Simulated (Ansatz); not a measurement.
Bond stretch in BH, singlet.

Computed with full CI/cc-pVQZ, frozen core (Ansatz, an electronic-structure program).

Task: Relative to R = 1.24 Å, what are the energies at R = 1.12, 1.16, 2.06, 5.03 Å?

Result: 14.3 kJ/mol at 1.12 Å, 5.6 kJ/mol at 1.16 Å, 191.0 kJ/mol at 2.06 Å, 352.6 kJ/mol at 5.03 Å.
